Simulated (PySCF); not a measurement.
Al(Me)3, C3H9Al, SMILES [CH3][Al]([CH3])[CH3], singlet at its B3LYP/def2-SVP optimised geometry (Å):

```
13

Al    -0.1727    -0.0950     0.0000
C     -1.1577     1.6111     0.0000
H     -1.7389     1.7258     0.9341
H     -1.8989     1.6466    -0.8193
H     -0.5112     2.4991    -0.0949
C     -1.1602    -1.7996    -0.0020
H     -0.7670    -2.4991     0.7576
H     -1.0393    -2.3136    -0.9744
H     -2.2431    -1.6864     0.1720
C      1.7972    -0.0950     0.0000
H      2.2431    -1.1018    -0.0549
H      2.1885     0.3895     0.9141
H      2.1972     0.4948    -0.8451
```

Level of theory: PySCF 2.14.0 with B3LYP/def2-TZVP.

Map of the electron localisation function on the plane z = 1.2 Å:

```
|0000000000000000000000000000000|
|0000000000000000000000000000000|
|0000000000000000000000000000000|
|0000000000000000000000000000000|
|0000000000000000000000000000000|
|0000000222100011000000000000000|
|0000013677521111000000000000000|
|0000027999852110000000000000000|
|0000058999984110000000000000000|
|0000169999995210000000221000000|
|0000059999985311000014776410000|
|0000037999974331000148999840000|
|0000013677644441001279999961000|
|0000000122234531012489999972000|
|0000000000112210134479999972000|
|0000000000001000144469999841000|
|0000000000011100144346776410000|
|0000000000124321123222332100000|
|0000012111235541011111111000000|
|0000145532234442000001111000000|
|0000367642234431000000111000000|
|0000367642356653000000111000000|
|0000245422489986200000000000000|
|0000022212699998500000000000000|
|0000000002799999710000000000000|
|0000000002799999710000000000000|
|0000000001699998400000000000000|
|0000000000368875100000000000000|
|0000000000013320000000000000000|
|0000000000000000000000000000000|
|0000000000000000000000000000000|
```
Scale: ten equal steps from 0.000 (start of '0') to 0.999 (end of '9'), in the order '0123456789'; x runs from -4.50 to 4.50, y from -4.50 (bottom) to 4.50 (top).
